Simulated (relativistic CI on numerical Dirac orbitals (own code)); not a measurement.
Spin-orbit doublets in the photoemission of tungsten

Problem. Photoelectron lines from p, d and f shells are doublets, and peak fits need their splitting and area ratio. Find both for the 4f line of tungsten, from the calculated spin-orbit constant ζ(4f) = 0.6099 eV of the closed-shell ion W⁶⁺ with one hole. Is the doublet resolved if instrument, lifetime and solid give each line a width of 0.8 eV (assumed)?

Working.
1. One hole with l = 3 gives j = 7/2 and j = 5/2. For a hole the level of higher j has the lower binding energy.
2. The splitting is (l + ½)ζ = 3.5 × 0.6099 = 2.135 eV.
3. The areas follow 2j + 1: 8 : 6, so the weaker line has 0.750 of the stronger one's area, if the radial matrix elements are equal.
4. Splitting over width is 2.67: two separate peaks.

Check. The difference of tabulated binding energies of the element (N6 less N7; Elam, Ravel and Sieber, Radiat. Phys. Chem. 63, 121 (2002), rounded to 0.1 eV or more) is 2.2 eV.

All doublets of W⁶⁺, calculated as differences of Dirac-Coulomb-Breit total energies with one hole (eV):

```tsv
Shell	Calculated	Without Breit and QED	Tabulated, element
2p	1338	1353	1337.0
3p	293.3	296.3	294.0
3d	62.42	63.57	63.0
4p	67.99	68.75	66.8
4d	12.51	12.76	12.4
4f	2.143	2.239	2.2
5p	11.01	11.14	8.5 †
```

The Breit and QED terms lower the splittings by 1.0 to 4.3 %. † marks rows where calculation and table differ by more than 10 %: outer shells contract in the ion, shallow p and d holes are shifted by correlation that this model lacks, and small tabulated differences suffer from rounding or from errors of the compilation.
